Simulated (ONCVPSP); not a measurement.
beryllium: excitation energies, all-electron against ONCV

Be (Z = 4), optimised norm-conserving Vanderbilt (ONCV), made with ONCVPSP 4.0.1 (PW91, scalar-relativistic). Core none, reference 1s2 2s2. Waves: 1s+2s: rc 0.85 bohr, ncon 5, nbas 9, qcut 17.6 1/bohr, 2 projectors; p scattering state at 0.07 Ha: rc 0.85 bohr, ncon 4, nbas 8, qcut 9.3 1/bohr, local. Local part: the p channel. Core correction: none.

Energies are relative to the spin-unpolarised reference configuration 1s2 2s2; without spin polarisation the order of configurations can differ from experiment.

```csv
valence configuration,charge,ΔE all-electron (eV),error AE − PS (meV)
1s2 2s1,+1,9.579,+0.4
1s2 2s0,+2,27.597,+3.2
1s2 2s1.5,+0.5,3.775,+0.1
1s2 2s0 2p1,+1,13.495,+3.3
```

Levels in the configuration 1s2 2s0:

```json
{"level": "1s", "all-electron (eV)": "-132.544", "pseudo (eV)": "-132.454"}
```
